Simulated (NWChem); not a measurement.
Molecule: MgSiH4; SMILES [SiH3][MgH]

```xyz
6

Mg    -0.1833    -1.4536    -0.0024
H     -0.2413    -3.1676    -0.0034
Si    -0.0987     1.1374    -0.0010
H      1.2871     1.6852     0.2662
H     -0.9928     1.7615     1.0491
H     -0.5307     1.7467    -1.3177
```
Atoms are numbered in this order, from 1.

Level: PBE-D3(BJ)/def2-SVP (NWChem), optimised geometry, unscaled harmonic frequencies. 

```
frequency (cm⁻¹)  IR intensity (km/mol)
----------------  ---------------------
290                               103.0
290                               103.0
334                                 9.1
400                                71.3
400                                71.3
812                               229.4
907                                34.9
907                                34.9
1562                              256.2
2108                               69.1
2120                               93.4
2120                               93.3
```

* **zero-point energy**: 17.5 kcal/mol
* **thermal correction to the enthalpy at 298.15 K (with zero-point energy)**: 21.2 kcal/mol
* **heat capacity Cv**: 15.6 cal/(mol K)
* **entropy at 298.15 K and 1 atm (symmetry number 3)**: 65.1 cal/(mol K)
* **dipole moment**: 0.54 D

Rigid rotor and harmonic oscillator.
